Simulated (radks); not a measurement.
Mo16+, configuration [Ar] 3d8.

Method: Dirac Kohn-Sham, BLYP, spin-unpolarised, spherical densities, finite nucleus; open shells fill j = l - 1/2 first; Fermi nuclear charge, rms radius 4.4091 fm; computed with a radial shooting solver on a logarithmic mesh with Libxc functionals.

Energy parts (eV):
part                       energy
total                 -107204.054
kinetic                111269.665
electron-nucleus      -247521.828
Hartree                 32048.055
exchange-correlation    -2999.946

Orbitals (lengths in bohr, moments of r in powers of bohr; <r^-3> diverges for s and p1/2; r(90%) holds 90 % of the orbital's charge):
| orbital | occ. | eigenvalue (eV) | r(90%) | <r^-3> |
|---|---|---|---|---|
| 1s1/2 | 2 | -20259.88 | 0.0630 | - |
| 2s1/2 | 2 | -3234.004 | 0.237 | - |
| 2p1/2 | 2 | -3012.192 | 0.213 | - |
| 2p3/2 | 4 | -2905.194 | 0.220 | 2406 |
| 3s1/2 | 2 | -875.6379 | 0.612 | - |
| 3p1/2 | 2 | -791.5016 | 0.613 | - |
| 3p3/2 | 4 | -772.4455 | 0.626 | 434.7 |
| 3d3/2 | 4 | -626.1710 | 0.609 | 65.58 |
| 3d5/2 | 4 | -622.3820 | 0.613 | 62.61 |
| 4s1/2 | 0 | -380.3558 | 1.28 | - |
| 4p1/2 | 0 | -350.1661 | 1.32 | - |
| 4p3/2 | 0 | -345.2306 | 1.34 | 113.5 |
| 4d3/2 | 0 | -295.6288 | 1.42 | 16.31 |
| 4d5/2 | 0 | -294.6812 | 1.42 | 15.60 |
| 4f5/2 | 0 | -244.0539 | 1.46 | 2.606 |
| 4f7/2 | 0 | -243.9110 | 1.46 | 2.589 |

The highest occupied level is 3d5/2 at -622.38 eV. The electron density at the nucleus is 9.076e+04 e/bohr^3. For comparison, the ionisation energy in NIST's Atomic Spectra Database is 646 eV (theoretical). In exact Kohn-Sham theory the highest level is minus the ionisation energy, but local and semilocal functionals leave it too shallow, through self-interaction and a potential that decays too fast; potentials with the right tail come closer. The density falls to 0.001 e/bohr^3 at r = 1.30 bohr. Summed over all electrons, <r^2> = 3.206 bohr^2, which gives a Langevin (diamagnetic) susceptibility term of -2.54 x 10^-6 cm^3/mol.

Beside tabulated values, note that spin-unpolarised runs miss the spin-polarisation part of the exchange energy of open shells.
